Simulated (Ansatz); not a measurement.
# Which level was it?

C2H5AlN2: 10 atoms, total charge 0, spin state singlet. As SMILES, `C#[C][Al]([NH2])[NH2]`. The coordinates come from a PBE0-D4/def2-TZVP relaxation.

```xyz
10

C    -2.3681    1.2211    0.8733
C    -1.3459    0.6936    0.4978
Al    0.2657   -0.1380   -0.0942
N     0.2476   -1.8611   -0.4670
N     1.7224    0.8429   -0.2499
H    -3.2691    1.6860    1.2042
H     1.0274   -2.4108   -0.7859
H    -0.5748   -2.4352   -0.3837
H     1.7500    1.8271   -0.0413
H     2.6277    0.5234   -0.5503
```

Orbital energies are those of the mean-field step.

A calculation with Ansatz 0.2.0 gave:

```json
{"total energy": "-431.1647 Eh", "HOMO energy": "-6.30 eV", "LUMO energy": "0.09 eV", "HOMO–LUMO gap": "6.39 eV"}
```

Question: Which of these levels gave the numbers?
A. SVWN5/def2-SVP
B. B3LYP/def2-SVP
C. CCSD(T)/def2-SVP
D. B3LYP/6-31G* (spherical functions)

Answer: D. The others give -428.2742 Eh (SVWN5/def2-SVP), -429.9857 Eh (CCSD(T)/def2-SVP), -430.9804 Eh (B3LYP/def2-SVP).
